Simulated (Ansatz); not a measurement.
Species: C5H12, SMILES `CCC(C)C` (C–C–C–C torsion 173°) (charge 0, multiplicity 1).

Give a relaxed geometry from Ansatz (a quantum-chemistry and plane-wave program) with B3LYP-D3(BJ)/def2-TZVP.

Several could match; the one computed here: the end point of this relaxation, one of several conformers (outside a Z-matrix the atoms follow the SMILES, hydrogens last).
Z-matrix (Å, degrees):
```
C
H 1 1.0973
C 1 1.5288 2 107.91
H 3 1.0920 1 111.31 2 60.48
H 3 1.0921 4 107.97 1 122.46
H 3 1.0938 4 107.67 5 116.06
C 1 1.5293 2 107.91 3 119.48
H 7 1.0905 1 112.07 2 57.66
H 7 1.0919 8 107.59 1 122.21
H 7 1.0941 8 107.84 9 115.89
C 1 1.5338 2 107.48 3 -119.23
H 11 1.0945 1 108.42 2 66.68
H 11 1.0962 12 106.06 1 -116.55
C 11 1.5263 12 108.96 13 -117.92
H 14 1.0911 11 111.93 12 173.90
H 14 1.0915 15 107.42 11 122.10
H 14 1.0932 15 107.67 16 115.70
```
